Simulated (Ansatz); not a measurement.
Job for Ansatz (a program for electronic structure): R-HF/def2-TZVPP on HKO (SMILES [OH][K]).

Ansatz 0.2 input:
```yaml
crystal:
  periodic: [false, false, false]
  atoms:
    - {symbol: K, position_ang: [0.00000000, -0.00000000, -0.75862913]}
    - {symbol: O, position_ang: [-0.00000000, 0.00000000, 1.49002179]}
    - {symbol: H, position_ang: [0.00000000, -0.00000000, 2.42478094]}
basis:
  gaussian:
    orbitals: def2-TZVPP
hamiltonian:
  xc: {name: HF}
accuracy: high
phonons: {}
scf: {lower_state_search: off}
```

The log:

```
WARN ansatz: RAYON_NUM_THREADS=1 ignored (pool sized by the plan → 1); use --threads N
Functional definition: HF
these checks for a lower state are left out or cut short: stability, starts, cluster_reference, orbital_swaps, neighbouring_geometries, increment
integrals: 0.06 GiB planned
1303 factors; integrals over basis functions are off by at most 2.5e-9 eV
mean field: 0.16 GiB planned
mean field evaluation 1: about -18353.2762 eV, gradient 5.0e1 eV
mean field evaluation 2: about -18353.2773 eV, gradient 5.0e1 eV
mean field evaluation 4: about -18357.8708 eV, gradient 1.5e0 eV
mean field evaluation 8: about -18357.8785 eV, gradient 5.6e-5 eV
mean field -18357.87852277 eV, -674.6395922950 hartree, gradient 1.7e-8 eV, S^2 0.000000; 0 other end points of the search recorded, 0 dependent functions left out
the calculation of the forces begins
reference -18357.87852277 eV, -674.6395922950 hartree; 14, 14 occupied and 64, 64 virtual orbitals, 1303 factors
these checks for a lower state are left out or cut short: stability, starts, cluster_reference, orbital_swaps, neighbouring_geometries, increment
integrals: 0.06 GiB planned
1303 factors; integrals over basis functions are off by at most 2.5e-9 eV
mean field: 0.16 GiB planned
mean field evaluation 16: about -18357.8785 eV, gradient 4.8e-6 eV
mean field -18357.87852249 eV, -674.6395922846 hartree, gradient 1.2e-8 eV, S^2 0.000000; 0 other end points of the search recorded, 0 dependent functions left out
the calculation of the forces begins
reference -18357.87852249 eV, -674.6395922846 hartree; 14, 14 occupied and 64, 64 virtual orbitals, 1303 factors
these checks for a lower state are left out or cut short: stability, starts, cluster_reference, orbital_swaps, neighbouring_geometries, increment
integrals: 0.06 GiB planned
1303 factors; integrals over basis functions are off by at most 2.5e-9 eV
mean field: 0.16 GiB planned
mean field -18357.87852249 eV, -674.6395922846 hartree, gradient 1.2e-8 eV, S^2 0.000000; 0 other end points of the search recorded, 0 dependent functions left out
the calculation of the forces begins
reference -18357.87852249 eV, -674.6395922846 hartree; 14, 14 occupied and 64, 64 virtual orbitals, 1303 factors
these checks for a lower state are left out or cut short: stability, starts, cluster_reference, orbital_swaps, neighbouring_geometries, increment
integrals: 0.06 GiB planned
1303 factors; integrals over basis functions are off by at most 2.5e-9 eV
mean field: 0.16 GiB planned
mean field evaluation 32: about -18357.8785 eV, gradient 1.2e-8 eV
mean field -18357.87852249 eV, -674.6395922846 hartree, gradient 1.2e-8 eV, S^2 0.000000; 0 other end points of the search recorded, 0 dependent functions left out
the calculation of the forces begins
reference -18357.87852249 eV, -674.6395922846 hartree; 14, 14 occupied and 64, 64 virtual orbitals, 1303 factors
these checks for a lower state are left out or cut short: stability, starts, cluster_reference, orbital_swaps, neighbouring_geometries, increment
integrals: 0.06 GiB planned
1303 factors; integrals over basis functions are off by at most 2.5e-9 eV
mean field: 0.16 GiB planned
mean field -18357.87852249 eV, -674.6395922846 hartree, gradient 1.2e-8 eV, S^2 0.000000; 0 other end points of the search recorded, 0 dependent functions left out
the calculation of the forces begins
reference -18357.87852249 eV, -674.6395922846 hartree; 14, 14 occupied and 64, 64 virtual orbitals, 1303 factors
these checks for a lower state are left out or cut short: stability, starts, cluster_reference, orbital_swaps, neighbouring_geometries, increment
integrals: 0.06 GiB planned
1303 factors; integrals over basis functions are off by at most 2.5e-9 eV
mean field: 0.16 GiB planned
mean field -18357.87849522 eV, -674.6395912825 hartree, gradient 1.3e-8 eV, S^2 0.000000; 0 other end points of the search recorded, 0 dependent functions left out
the calculation of the forces begins
reference -18357.87849522 eV, -674.6395912825 hartree; 14, 14 occupied and 64, 64 virtual orbitals, 1303 factors
these checks for a lower state are left out or cut short: stability, starts, cluster_reference, orbital_swaps, neighbouring_geometries, increment
integrals: 0.06 GiB planned
1303 factors; integrals over basis functions are off by at most 2.5e-9 eV
mean field: 0.16 GiB planned
mean field -18357.87849542 eV, -674.6395912896 hartree, gradient 8.2e-9 eV, S^2 0.000000; 0 other end points of the search recorded, 0 dependent functions left out
the calculation of the forces begins
reference -18357.87849542 eV, -674.6395912896 hartree; 14, 14 occupied and 64, 64 virtual orbitals, 1303 factors
these checks for a lower state are left out or cut short: stability, starts, cluster_reference, orbital_swaps, neighbouring_geometries, increment
integrals: 0.06 GiB planned
1303 factors; integrals over basis functions are off by at most 2.5e-9 eV
mean field: 0.16 GiB planned
mean field -18357.87851949 eV, -674.6395921743 hartree, gradient 2.7e-8 eV, S^2 0.000000; 0 other end points of the search recorded, 0 dependent functions left out
the calculation of the forces begins
reference -18357.87851949 eV, -674.6395921743 hartree; 14, 14 occupied and 64, 64 virtual orbitals, 1303 factors
these checks for a lower state are left out or cut short: stability, starts, cluster_reference, orbital_swaps, neighbouring_geometries, increment
integrals: 0.06 GiB planned
1303 factors; integrals over basis functions are off by at most 2.5e-9 eV
mean field: 0.16 GiB planned
mean field evaluation 64: about -18357.8785 eV, gradient 3.4e-5 eV
mean field -18357.87851949 eV, -674.6395921743 hartree, gradient 2.7e-8 eV, S^2 0.000000; 0 other end points of the search recorded, 0 dependent functions left out
the calculation of the forces begins
reference -18357.87851949 eV, -674.6395921743 hartree; 14, 14 occupied and 64, 64 virtual orbitals, 1303 factors
these checks for a lower state are left out or cut short: stability, starts, cluster_reference, orbital_swaps, neighbouring_geometries, increment
integrals: 0.06 GiB planned
1303 factors; integrals over basis functions are off by at most 2.5e-9 eV
mean field: 0.16 GiB planned
mean field -18357.87851949 eV, -674.6395921743 hartree, gradient 2.7e-8 eV, S^2 0.000000; 0 other end points of the search recorded, 0 dependent functions left out
the calculation of the forces begins
reference -18357.87851949 eV, -674.6395921743 hartree; 14, 14 occupied and 64, 64 virtual orbitals, 1303 factors
these checks for a lower state are left out or cut short: stability, starts, cluster_reference, orbital_swaps, neighbouring_geometries, increment
integrals: 0.06 GiB planned
1303 factors; integrals over basis functions are off by at most 2.5e-9 eV
mean field: 0.16 GiB planned
mean field -18357.87851949 eV, -674.6395921743 hartree, gradient 2.7e-8 eV, S^2 0.000000; 0 other end points of the search recorded, 0 dependent functions left out
the calculation of the forces begins
reference -18357.87851949 eV, -674.6395921743 hartree; 14, 14 occupied and 64, 64 virtual orbitals, 1303 factors
these checks for a lower state are left out or cut short: stability, starts, cluster_reference, orbital_swaps, neighbouring_geometries, increment
integrals: 0.06 GiB planned
1303 factors; integrals over basis functions are off by at most 2.5e-9 eV
mean field: 0.16 GiB planned
mean field -18357.87830009 eV, -674.6395841115 hartree, gradient 1.0e-8 eV, S^2 0.000000; 0 other end points of the search recorded, 0 dependent functions left out
the calculation of the forces begins
reference -18357.87830009 eV, -674.6395841115 hartree; 14, 14 occupied and 64, 64 virtual orbitals, 1303 factors
these checks for a lower state are left out or cut short: stability, starts, cluster_reference, orbital_swaps, neighbouring_geometries, increment
integrals: 0.06 GiB planned
1303 factors; integrals over basis functions are off by at most 2.5e-9 eV
mean field: 0.16 GiB planned
mean field evaluation 96: about -18357.8783 eV, gradient 9.1e-9 eV
mean field -18357.87830160 eV, -674.6395841671 hartree, gradient 9.1e-9 eV, S^2 0.000000; 0 other end points of the search recorded, 0 dependent functions left out
the calculation of the forces begins
reference -18357.87830160 eV, -674.6395841671 hartree; 14, 14 occupied and 64, 64 virtual orbitals, 1303 factors
these checks for a lower state are left out or cut short: stability, starts, cluster_reference, orbital_swaps, neighbouring_geometries, increment
integrals: 0.06 GiB planned
1303 factors; integrals over basis functions are off by at most 2.5e-9 eV
mean field: 0.16 GiB planned
mean field -18357.87852114 eV, -674.6395922348 hartree, gradient 2.5e-8 eV, S^2 0.000000; 0 other end points of the search recorded, 0 dependent functions left out
the calculation of the forces begins
reference -18357.87852114 eV, -674.6395922348 hartree; 14, 14 occupied and 64, 64 virtual orbitals, 1303 factors
these checks for a lower state are left out or cut short: stability, starts, cluster_reference, orbital_swaps, neighbouring_geometries, increment
integrals: 0.06 GiB planned
1303 factors; integrals over basis functions are off by at most 2.5e-9 eV
mean field: 0.16 GiB planned
mean field -18357.87852114 eV, -674.6395922348 hartree, gradient 2.5e-8 eV, S^2 0.000000; 0 other end points of the search recorded, 0 dependent functions left out
the calculation of the forces begins
reference -18357.87852114 eV, -674.6395922348 hartree; 14, 14 occupied and 64, 64 virtual orbitals, 1303 factors
these checks for a lower state are left out or cut short: stability, starts, cluster_reference, orbital_swaps, neighbouring_geometries, increment
integrals: 0.06 GiB planned
1303 factors; integrals over basis functions are off by at most 2.5e-9 eV
mean field: 0.16 GiB planned
mean field -18357.87852114 eV, -674.6395922348 hartree, gradient 2.5e-8 eV, S^2 0.000000; 0 other end points of the search recorded, 0 dependent functions left out
the calculation of the forces begins
reference -18357.87852114 eV, -674.6395922348 hartree; 14, 14 occupied and 64, 64 virtual orbitals, 1303 factors
these checks for a lower state are left out or cut short: stability, starts, cluster_reference, orbital_swaps, neighbouring_geometries, increment
integrals: 0.06 GiB planned
1303 factors; integrals over basis functions are off by at most 2.5e-9 eV
mean field: 0.16 GiB planned
mean field -18357.87852114 eV, -674.6395922348 hartree, gradient 2.5e-8 eV, S^2 0.000000; 0 other end points of the search recorded, 0 dependent functions left out
the calculation of the forces begins
reference -18357.87852114 eV, -674.6395922348 hartree; 14, 14 occupied and 64, 64 virtual orbitals, 1303 factors
these checks for a lower state are left out or cut short: stability, starts, cluster_reference, orbital_swaps, neighbouring_geometries, increment
integrals: 0.06 GiB planned
1303 factors; integrals over basis functions are off by at most 2.5e-9 eV
mean field: 0.16 GiB planned
mean field evaluation 128: about -18357.8783 eV, gradient 6.5e-5 eV
mean field -18357.87832867 eV, -674.6395851619 hartree, gradient 7.8e-9 eV, S^2 0.000000; 0 other end points of the search recorded, 0 dependent functions left out
the calculation of the forces begins
reference -18357.87832867 eV, -674.6395851619 hartree; 14, 14 occupied and 64, 64 virtual orbitals, 1303 factors
these checks for a lower state are left out or cut short: stability, starts, cluster_reference, orbital_swaps, neighbouring_geometries, increment
integrals: 0.06 GiB planned
1303 factors; integrals over basis functions are off by at most 2.5e-9 eV
mean field: 0.16 GiB planned
mean field -18357.87832700 eV, -674.6395851002 hartree, gradient 2.8e-8 eV, S^2 0.000000; 0 other end points of the search recorded, 0 dependent functions left out
the calculation of the forces begins
reference -18357.87832700 eV, -674.6395851002 hartree; 14, 14 occupied and 64, 64 virtual orbitals, 1303 factors
Total energy: -18357.87852277 eV, -674.6395922950 hartree
Atom 0 at     0.000000     0.000000    -0.758629 Å, force    -0.000000    -0.000000    -0.000001 eV/Å
Atom 1 at     0.000000     0.000000     1.490022 Å, force     0.000000     0.000000     0.000118 eV/Å
Atom 2 at     0.000000     0.000000     2.424781 Å, force     0.000000    -0.000000    -0.000117 eV/Å
Dipole moment:    -0.000000    -0.000000    -1.583843 e Å
Vibrations: 399.97 399.97 448.90 4230.34 cm⁻¹, zero-point energy 0.339666 eV
Checks for a lower state left out: stability, starts, cluster_reference, orbital_swaps, neighbouring_geometries, increment
```

The calculation finished and met its thresholds.

Cost: roughly 25 core-seconds.
